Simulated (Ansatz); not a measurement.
CH$_{6}$OSi$_{2}$. The species carries charge 0 and has multiplicity 1. The bonds changed during the relaxation, so this is another structure than the one it started from.

```xyz
10

C     0.193    1.650   -0.621
Si    0.985    0.375    0.474
O     0.231   -1.032    0.495
Si   -0.930   -2.201    0.197
H    -0.820    1.885   -0.292
H     0.137    1.246   -1.640
H     0.783    2.569   -0.641
H     2.449    0.208    0.270
H    -0.776   -3.176    1.326
H    -2.252   -1.523    0.432
```

(1) What are the harmonic wavenumbers in cm⁻¹ at PBE0-D4/def2-TZVP (Ansatz, finite differences of forces, unscaled)? (An estimate is asked.)

(2) Is this a minimum?

(3) Give the ideal-gas thermochemistry at 298.15 K and 1 bar (rigid rotor, harmonic oscillator; point group C1, symmetry number 1).

(4) And at 400, 500, 600, 800 and 1000 K?

(5) Rotational constants (cm⁻¹)?

Results:

(1) The calculation gave: 44, 120, 162, 235, 264, 344, 542, 614, 695, 713, 763, 784, 889, 940, 1106, 1261, 1427, 1441, 2105, 2145, 2203, 3028, 3121, 3155.

(2) Yes, all 24 modes are real.

(3) Zero-point energy 168.1 kJ/mol; H(298) − E = 189.6 kJ/mol; entropy 349.4 J/(mol·K), of which translation 165.0, rotation 110.0, vibration 74.4; G(298) − E = 85.4 kJ/mol. Modes under 100 cm⁻¹ are hindered rotations or soft bends, so the harmonic entropy is rough.

(4) 
| T (K) | H − E (kJ/mol) | S (J/mol/K) | G − E (kJ/mol) |
| --- | --- | --- | --- |
| 400 | 201.5 | 383.8 | 48.0 |
| 500 | 214.9 | 413.7 | 8.1 |
| 600 | 229.7 | 440.5 | -34.6 |
| 800 | 262.4 | 487.4 | -127.6 |
| 1000 | 298.3 | 527.4 | -229.1 |

(5) 0.3986, 0.07205, 0.06274.
